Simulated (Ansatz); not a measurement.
Input file for `BC1=CC1`:

```yaml
crystal:
  periodic: [false, false, false]
  atoms:
    - {symbol: B, position_ang: [-0.589797, 0.992045, -0.562771]}
    - {symbol: C, position_ang: [0.742728, 0.339053, -0.535385]}
    - {symbol: C, position_ang: [1.276595, -0.666558, 0.055855]}
    - {symbol: C, position_ang: [-0.151665, -0.566915, 0.494728]}
    - {symbol: H, position_ang: [-1.360472, 0.695916, -1.427019]}
    - {symbol: H, position_ang: [-0.789056, 1.928297, 0.152964]}
    - {symbol: H, position_ang: [2.153310, -1.266375, 0.206586]}
    - {symbol: H, position_ang: [-0.850600, -1.298442, 0.096883]}
    - {symbol: H, position_ang: [-0.342644, -0.203121, 1.501260]}
basis:
  gaussian: {orbitals: def2-SVP}
correlation: {method: ccsd_t}
```

```sh
$ ansatz run in.yaml --threads 2 --pin off --events-out ev --progress --plain --max-ram 4352MiB
```

Log, shortened:

```
Functional definition: HF
837 factors; integrals over basis functions are off by at most 1.1e-3 eV
mean field evaluation 1: about -3834.3074 eV, gradient 2.2e1 eV
mean field evaluation 2: about -3834.3129 eV, gradient 2.2e1 eV
mean field evaluation 4: about -3836.0868 eV, gradient 3.2e0 eV
mean field evaluation 8: about -3836.1177 eV, gradient 3.2e-4 eV
mean field -3836.11768715 eV, -140.9747247886 hartree, gradient 3.0e-6 eV, S^2 0.000000; 0 other end points of the search recorded, 0 dependent functions left out
4 core orbitals not correlated: weight in the atoms' cores, before any rotation towards them, 1.000 or more for the frozen orbitals, at most 0.000 for the correlated occupied ones
reference -3836.11768715 eV, -140.9747247886 hartree; 10, 10 occupied and 67, 67 virtual orbitals, 837 factors
second order -13.41207469 eV of doubles, -0.00000000 eV of singles
cycle   1  -13.88807932 eV  change   -4.8e-1 eV  update   8.5e-2
cycle   2  -14.30632807 eV  change   -4.2e-1 eV  update   2.6e-2
cycle   3  -14.38053389 eV  change   -7.4e-2 eV  update   1.1e-2
cycle   4  -14.38000234 eV  change    5.3e-4 eV  update   3.2e-3
cycle   5  -14.38155058 eV  change   -1.5e-3 eV  update   1.1e-3
cycle   6  -14.38147160 eV  change    7.9e-5 eV  update   2.9e-4
cycle   7  -14.38141680 eV  change    5.5e-5 eV  update   9.0e-5
cycle   8  -14.38141362 eV  change    3.2e-6 eV  update   3.1e-5
cycle   9  -14.38140630 eV  change    7.3e-6 eV  update   1.0e-5
perturbative correction -0.59170821 eV, -0.0217448757 hartree
Total energy: -3851.09080166 eV, -141.5249765978 hartree
```

Run time 1.7 s (2 threads of an INTEL XEON PLATINUM 8581C on a shared host); peak host memory 0.28 GiB.

Correlation energy per correlated electron: -0.749 eV. T1 diagnostic: 0.0105.
